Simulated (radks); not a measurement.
Ionisation ladder of tantalum, from Ta22+ to Ta43+. Each ion is in the ground configuration listed by NIST, and IE = E(next ion) - E(this ion). Calculated with a radial shooting solver on a logarithmic mesh with Libxc functionals: Dirac Kohn-Sham, relativistic LDA (MacDonald-Vosko exchange, VWN5 correlation), spin-unpolarised, spherical densities, finite nucleus; open shells fill j = l - 1/2 first; Fermi nuclear charge, rms radius 5.3507 fm.

species,configuration,E (hartree),"IE, Delta-SCF (eV)",-e(HOMO) (eV),HOMO,<r> HOMO (bohr),"IE, NIST (eV)",kind,error (eV)
Ta22+,[Kr] 4d10 4f5,-15386.9328,633.57,610.93,4f5/2,0.479,660,theory,-26.4
Ta23+,[Kr] 4d10 4f4,-15363.6496,679.64,656.41,4f5/2,0.471,700,theory,-20.4
Ta24+,[Kr] 4d10 4f3,-15338.6734,726.87,703.06,4f5/2,0.463,750,theory,-23.1
Ta25+,[Kr] 4d10 4f2,-15311.9614,775.24,750.87,4f5/2,0.456,790,theory,-14.8
Ta26+,[Kr] 4d10 4f1,-15283.4718,824.74,799.81,4f5/2,0.449,832,theory,-7.3
Ta27+,[Kr] 4d10,-15253.1632,1064.1,1040.0,4d5/2,0.463,1064,theory,+0.1
Ta28+,[Kr] 4d9,-15214.0566,1112.9,1088.4,4d5/2,0.458,1110,theory,+2.9
Ta29+,[Kr] 4d8,-15173.1581,1162.3,1137.5,4d5/2,0.455,1160,theory,+2.3
Ta30+,[Kr] 4d7,-15130.4449,1212.3,1187.2,4d5/2,0.451,1211,theory,+1.3
Ta31+,[Kr] 4d6,-15085.8945,1262.9,1237.5,4d5/2,0.447,1262,theory,+0.9
Ta32+,[Kr] 4d5,-15039.4848,1314.1,1288.4,4d5/2,0.443,1313,theory,+1.1
Ta33+,[Kr] 4d4,-14991.1939,1383.6,1357.3,4d3/2,0.433,1382,theory,+1.6
Ta34+,[Kr] 4d3,-14940.3480,1436.6,1410.0,4d3/2,0.430,1434,theory,+2.6
Ta35+,[Kr] 4d2,-14887.5521,1490.3,1463.4,4d3/2,0.426,1490,theory,+0.3
Ta36+,[Kr] 4d1,-14832.7850,1544.5,1517.3,4d3/2,0.423,1542,theory,+2.5
Ta37+,[Kr],-14776.0259,1749.3,1722.6,4p3/2,0.430,1748,theory,+1.3
Ta38+,[Ar] 3d10 4s2 4p5,-14711.7398,1803.0,1776.1,4p3/2,0.428,1799,theory,+4.0
Ta39+,[Ar] 3d10 4s2 4p4,-14645.4822,1856.9,1829.9,4p3/2,0.425,1857,theory,-0.1
Ta40+,[Ar] 3d10 4s2 4p3,-14577.2424,1911.1,1884.0,4p3/2,0.423,1910,theory,+1.1
Ta41+,[Ar] 3d10 4s2 4p2,-14507.0115,2059.0,2030.4,4p1/2,0.401,2053,theory,+6.0
Ta42+,[Ar] 3d10 4s2 4p1,-14431.3457,2116.2,2087.6,4p1/2,0.398,2113,theory,+3.2
Ta43+,[Ar] 3d10 4s2,-14353.5781,2264.1,2236.1,4s1/2,0.401,2254,theory,+10.1

Reference values: NIST Atomic Spectra Database (exp. = measured, semi-emp. = semi-empirical, theory = theoretical value adopted there). The ionisation energy per charge of the ion left behind rises most, in proportion, at Ta27+ ([Kr] 4d10), from 30.546 to 38.005 eV. Spin polarisation and multiplet splitting are left out, so open shells lie too high by an amount that depends on their filling.

Beside tabulated values, note that spin-unpolarised runs miss the spin-polarisation part of the exchange energy of open shells.
